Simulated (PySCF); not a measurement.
# Spin–orbit doublets of 2p levels

(OH)2Ti(OSiH2)2O (singlet state).
Geometry (PBE0-D3(BJ)/def2-SVP, Å), atoms numbered from 1 in this order:
```
atom  x, y, z in Å
Ti1    0.5758   -1.2583   -0.1408
O2     1.9051   -1.5894   -1.2608
O3     0.1084   -2.7317    0.7390
O4    -0.8377   -0.5433   -0.9922
Si5   -1.6613    0.8989   -0.8779
O6    -0.9102    1.8226    0.2811
Si7    0.3547    1.5726    1.3316
O8     0.9988    0.0783    0.9926
H9     2.3739   -1.1697   -1.9861
H10    0.5087   -3.6057    0.7681
H11   -1.5953    1.6127   -2.1811
H12   -3.0669    0.6422   -0.4679
H13   -0.1547    1.6013    2.7282
H14    1.3811    2.6258    1.1095
```

Theory: delta-SCF UKS SCAN, pcX-2 on the ionised atom (unc-x2c-TZVPall on a metal), pcseg-1 elsewhere, spin-free X2C in PySCF 2.14.0. These are vertical core ionisation energies against the vacuum level, from separate self-consistent calculations with and without the core hole. Spin–orbit and ligand-field terms were added within each 2p shell after the spin-free SCF. The splitting includes the ligand field, and 2p3/2 is the mean of two sublevels.

Q: Give the 2p3/2 and 2p1/2 binding energies and the splitting.

A: 
```
   atom                    environment  2p3/2 (eV)  2p1/2 (eV)  splitting (eV)  mean of the shell (eV)
    Ti1         titanium bonded to 4 O      463.58      469.29            5.71                  465.48
Si5/Si7  silicon bonded to 2 O and 2 H      107.89      108.51            0.62                  108.09
```

Q: What are the 1s binding energies of the same atoms?

A: Si5/Si7 1847.95 eV.

Q: Which Kα1 and Kα2 emission energies and wavelengths follow?

A: The photon carries the difference of the 1s-hole and 2p-hole states, both at the ground state's geometry; λ = 12398.42 eV Å/E.

```json
{"atom": "Si5/Si7", "Kα1 (eV)": "1740.06", "Kα2 (eV)": "1739.44", "λ(Kα1) (Å)": "7.1253", "λ(Kα2) (Å)": "7.1278"}
```

2p1/2 minus 2p3/2 by element: Si (Z = 14) 0.63 eV, Ti (Z = 22) 5.72 eV.

Q: And the 1s levels of the other atoms?

A: O4/O8 (oxygen bonded to Si and Ti) 537.31 eV; O6 (oxygen bonded to 2 Si) 537.88 eV; O2 (oxygen bonded to Ti and H) 537.97 eV.

Topologically equivalent atoms share the value of their first member; where this conformer doesn't relate them by symmetry, their own values could differ. The list is incomplete; no value stands for O 1s of O3. Satellites of the metal's 2p lines aren't described. Isolated species at its PBE0-D3(BJ)/def2-SVP geometry, gas phase. Metal 2p energies of this one-determinant scheme are less reliable than its 1s energies.
